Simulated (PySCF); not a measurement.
CrF4, SMILES [F][Cr+]([F])([F])[F] (connectivity only; charge and spin as stated), charge +1, multiplicity 2.

Geometry: PBE0-D3(BJ)/def2-SVP. The geometry has at least one imaginary mode, so it is a saddle point at that level. The multiplicity is an assumed one; other spin states were not compared.

Calculation: TDA-PBE0/def2-SVPD (PySCF).

Vertical excitations; the highest root listed may be one member of a degenerate set. Gas-phase values at a fixed geometry.

| state | energy (eV) | λ (nm) | f | main pairs |
|---|---|---|---|---|
| root 1 | 0.18 | 6715 | 0.000 | α HOMO→LUMO 97 % |
| root 2 | 1.94 | 640 | 0.000 | α HOMO→LUMO+3, α HOMO→LUMO+2 (degenerate set) |
| root 3 | 1.94 | 640 | 0.000 | α HOMO→LUMO+2, α HOMO→LUMO+3 (degenerate set) |
| root 4 | 2.23 | 555 | 0.001 | α HOMO→LUMO+1 96 % |
| root 5 | 3.95 | 314 | 0.003 | α HOMO−1→LUMO 73 %, β HOMO−2→LUMO 23 % |
| root 6 | 4.18 | 297 | 0.001 | α HOMO−3→LUMO, α HOMO−2→LUMO, β HOMO−1→LUMO (degenerate set) |
| root 7 | 4.18 | 297 | 0.001 | α HOMO−2→LUMO, α HOMO−3→LUMO, β HOMO→LUMO (degenerate set) |
| root 8 | 4.75 | 261 | 0.000 | α HOMO−5→LUMO, α HOMO−4→LUMO, β HOMO−1→LUMO (degenerate set) |
| root 9 | 4.75 | 261 | 0.000 | α HOMO−4→LUMO, α HOMO−5→LUMO, β HOMO→LUMO (degenerate set) |
| root 10 | 4.84 | 256 | 0.000 | α HOMO−6→LUMO 91 %, β HOMO−3→LUMO 5 % |
Unrestricted roots are not spin-pure.
